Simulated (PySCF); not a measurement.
Precursor series Sc Cl-OH. Gas-phase values, no solvent. One relaxed conformer stands for each flexible species; it need not be the lowest.

The LUMO from two functionals at the same geometries (r2SCAN-D4/def2-SVP), both in PySCF: PBE-D3(BJ)/def2-TZVP and B3LYP-D3(BJ)/def2-TZVP. B3LYP has the VWN-RPA correlation part, as in Gaussian. 

```
species                                   B3LYP-D3(BJ)/def2-TZVP (eV)
----------------------------------------  ---------------------------
0 of 3 Cl replaced by OH ([Sc(Cl)3])                            -3.62
1 of 3 Cl replaced by OH                                        -3.00
2 of 3 Cl replaced by OH ([Sc(Cl)(OH)2])                        -2.34
3 of 3 Cl replaced by OH ([Sc(OH)3])                            -1.72
```

Task: What does PBE-D3(BJ)/def2-TZVP give for each?

Result: 
- 0 of 3 Cl replaced by OH ([Sc(Cl)3]): -4.17
- 1 of 3 Cl replaced by OH: -3.55
- 2 of 3 Cl replaced by OH ([Sc(Cl)(OH)2]): -2.88
- 3 of 3 Cl replaced by OH ([Sc(OH)3]): -2.21
Over these rows, drawn at random from the members with no instability flagged (it was tested for open shells, ions and some series alone), PBE minus B3LYP-D3(BJ): mean -0.54 eV, from -0.55 eV to -0.49 eV.
